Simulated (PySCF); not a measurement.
Working out the excitation energy of Li

Li [He] 2s1 (2S) → Li [He] 2p1 (2P). Computed with PySCF 2.14 in def2-TZVPPD, with the non-relativistic Hamiltonian (point nucleus). Frozen: nothing. Energies in hartree (1 hartree = 27.21139 eV):

```
             part  Li (lower)  Li (upper)
              UHF   -7.432675   -7.363438
MP2 opposite-spin   -0.030585   -0.030219
    MP2 same-spin   -0.000361   -0.000376
```

Q: What does Hartree-Fock give?

A: (-7.363438) − (-7.432675) = 0.069237 hartree = 1.884 eV.

Q: What do MP2 and SCS-MP2 (6/5 opposite-spin, 1/3 same-spin) give?

A: The opposite-spin parts differ by 0.010 eV and the same-spin parts by 0.000 eV. MP2: 1.884 + (0.010) + (0.000) = 1.894 eV. SCS-MP2: 1.884 + 1.2 × (0.010) + (0.000)/3 = 1.896 eV.

Measured between the centres of the two terms (NIST): 1.848 eV, so MP2 (valence and next inner shell) is off by 0.046 eV.

What remains against the reference includes basis incompleteness and correlation beyond second order.
